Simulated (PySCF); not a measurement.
The isolated species `NBC[SiH3]` is ionised with Mg Kα (hν = 1253.6 eV). Calculated photoelectron kinetic energies of its computed core levels, recoil neglected:

| line | kinetic energy (eV) |
| --- | --- |
| 1 | 1147.14 |
| 2 | 1146.52 |
| 3 | 1058.14 |
| 4 | 963.95 |
| 5 | 848.39 |

Computed, not measured: delta-SCF UKS SCAN, pcX-2 on the ionised atom, pcseg-1 elsewhere, spin-free X2C in PySCF.

Q: Which element, shell and site does each line come from? Numbering: `[NH2:1][BH:2][CH2:3][SiH3:4]`.

A: Against the vacuum level, binding energy = hν − kinetic energy.

| line | binding energy (eV) | level | atoms | environment |
| --- | --- | --- | --- | --- |
| 1 | 106.46 | Si 2p3/2 | Si4 | SiH3 silicon |
| 2 | 107.08 | Si 2p1/2 | Si4 | SiH3 silicon |
| 3 | 195.46 | B 1s | B2 | three-coordinate boron |
| 4 | 289.65 | C 1s | C3 | sp3 carbon bound to silicon |
| 5 | 405.21 | N 1s | N1 | boron-bound nitrogen |

Out of reach at this photon energy: Si 1s (1846.2 eV).

Q: Where does line 5 move with hν = 1000.0 eV?

A: To 1000.0 − 405.21 = 594.79 eV; every photoline shifts by the change in photon energy, -253.6 eV.

Q: Which effective nuclear charge Zeff reproduces each element's mean 1s value in the hydrogen-like formula E = 13.606 eV × Zeff²?

A: B (Z = 5): mean 195.5 eV, Zeff = 3.79, Z − Zeff = 1.21; C (Z = 6): mean 289.7 eV, Zeff = 4.61, Z − Zeff = 1.39; N (Z = 7): mean 405.2 eV, Zeff = 5.46, Z − Zeff = 1.54. Means run over the listed sites, weighted by atom count.

Other core shells, valence and Auger electrons aren't listed. For 2p shells one spin-free hole was relaxed; a mean-field spin–orbit operator and the ground-state splitting of the three 2p orbitals were then diagonalised within the shell. The shell's mean is (2 × 2p3/2 + 2p1/2)/3, and the degeneracies 2j + 1 give areas of 2:1. 2p1/2 minus 2p3/2 (ligand field included): Si 0.62 eV. Geometry: PBE0-D3(BJ)/def2-SVP, one conformer, isolated molecule.

Shape of the structure used: `[NH2:1][BH:2][CH2:3][SiH3:4]`: N1–B2–C3–Si4 -102°, H–N1–B2–C3 178°, H–N1–B2–C3 -2°.
